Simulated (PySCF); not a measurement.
PySCF input for B(Me)2(NHMe) (C3H10BN), SMILES N(C)B(C)C, IEF-PCM-M06-2X/def2-SVP. Geometry optimised at B3LYP-D3(BJ)/def2-SVP. Other conformers were not sampled.

```python
import numpy as np
from pyscf import gto, scf, dft
from pyscf.solvent import pcm

mol = gto.M(
    atom='''
    B     0.07767543   -0.00071183    0.50576462
    C    -0.07154281   -0.75092028    1.89474427
    H    -0.55817632   -1.73915634    1.83630795
    H    -0.64915119   -0.13065320    2.60386259
    H     0.92025433   -0.88930108    2.36213613
    C     0.75287075    1.43807242    0.43241165
    H     1.62533201    1.44680033   -0.24502676
    H     1.09763230    1.79180903    1.41632294
    H     0.04943341    2.19447826    0.04016033
    N    -0.39823980   -0.62677933   -0.65845304
    C    -0.37530331   -0.14229374   -2.02256285
    H    -0.82327994   -1.54422268   -0.56211940
    H     0.09500194    0.84902834   -2.06348660
    H    -1.39196354   -0.04604690   -2.44519876
    H     0.19807071   -0.81087165   -2.69016852
    ''',
    basis='def2-SVP',
    charge=0,
    spin=0,
    max_memory=1600,
    verbose=3,
)
mf = dft.RKS(mol, xc='m06-2x').density_fit(auxbasis='def2-universal-jkfit')
mf.grids.level = 4
mf.conv_tol = 1e-9
mf.max_cycle = 100
mf.kernel()
res = {}
for name, eps in {'water': 78.355, 'tetrahydrofuran': 7.4257, 'chloroform': 4.7113}.items():
    s = mf.PCM()
    s.with_solvent.method, s.with_solvent.eps, s.with_solvent.lebedev_order = 'IEF-PCM', eps, 29
    s.kernel(mf.make_rdm1())
    res[name] = (s.e_tot, eps, s.dip_moment(), s.mo_energy, s.converged)
    print(f'{name}: electrostatic solvation free energy {(s.e_tot - mf.e_tot) * 627.509474:.3f} kcal/mol')
```

Log of the run:

```
converged SCF energy = -199.741578806442

WARN: PCM is an experimental feature. It is still in testing.
Features and APIs may be changed in the future.

converged SCF energy = -199.744598111868
Dipole moment(X, Y, Z, Debye): -0.62502, -0.79102, -1.56749
water: electrostatic solvation free energy -1.895 kcal/mol

WARN: PCM is an experimental feature. It is still in testing.
Features and APIs may be changed in the future.

converged SCF energy = -199.744008217198
Dipole moment(X, Y, Z, Debye): -0.59567, -0.75018, -1.50769
tetrahydrofuran: electrostatic solvation free energy -1.524 kcal/mol

WARN: PCM is an experimental feature. It is still in testing.
Features and APIs may be changed in the future.

converged SCF energy = -199.74368228827
Dipole moment(X, Y, Z, Debye): -0.57980, -0.72830, -1.47420
chloroform: electrostatic solvation free energy -1.320 kcal/mol
```

The run converged.

Cost: around 2.4 core-minutes (rough).
